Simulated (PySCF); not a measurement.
These compounds are isomers of formula C4H4F4O2.

A. SMILES F[C@@H]1CO[C@@H]1OC(F)(F)F
B. `FC(F)(F)O[C@@]1(F)CCO1`
C. SMILES O1[C@@H](OC(F)F)[C@H]1C(F)F

Spectrum 1. 1H NMR (300 MHz, computed): δ 4.56 (m, 1H), 4.56 (m, 1H), 3.10 (m, 1H), 3.06 (m, 1H). 13C{1H} NMR (computed): δ 128.8 (C), 126.5 (C), 62.5 (CH2), 37.7 (CH2).

Spectrum 2. 1H NMR (300 MHz, computed): δ 6.09 (m, 1H), 5.53 (m, 1H), 5.23 (m, 1H), 4.96 (m, 1H). 13C{1H} NMR (computed): δ 130.8 (C), 107.3 (CH), 86.8 (CH), 81.0 (CH2).

Spectrum 3. 1H NMR (300 MHz, computed): δ 6.63 (m, 1H), 6.07 (m, 1H), 4.85 (m, 1H), 2.95 (m, 1H). 13C{1H} NMR (computed): δ 123.8 (CH), 121.9 (CH), 73.1 (CH), 54.6 (CH).

- shieldings: GIAO PBE0/pcSseg-1
- geometry from GFN2-xTB
- run in PySCF 2.14
- in vacuum, one computed conformer, averaged over atoms made equivalent by symmetry, fast rotation or ring inversion, non-relativistic Hamiltonian

Scale: 1H, 13C against TMS (reference shieldings calculated alike). Splittings of carbon signals by F and P are missing where no couplings were computed. Where no couplings were computed, multiplicities follow the n + 1 count of equivalent neighbours, and m marks all less simple cases (inequivalent or close neighbours, rings, F or P nearby). Shifts are as computed. Against solution values, carbons near 30 ppm lie about +3 ppm off and those near 130 ppm about +5 ppm (rms about the fit 2.1 ppm; single classes can miss by 10 ppm). Of 1328 compounds with measured shifts, 309 miss one by over three times the rms of a fit or turn the order of signals round; such compounds aren't used in these exercises. Signals without a measured value on file couldn't be tested in this way; 1H shifts scatter by 0.2 ppm about their fit, and single ones miss by 0.5 ppm.

Problem. Match each spectrum to its structure.

Solution. 1–B, 2–A, 3–C.

- Spectrum 1 (B): 4 13C signals; δC 128.8 is a CF3 carbon; δC 126.5 is an sp3 carbon bearing two oxygens.
- Spectrum 2 (A): 4 13C signals; δC 130.8 is a CF3 carbon; δC 107.3 is an sp3 carbon bearing two oxygens.
- Spectrum 3 (C): 4 13C signals; δC 123.8 is an sp3 CH bonded to 2 F and O; δC 121.9 is an sp3 CH bonded to 2 F.
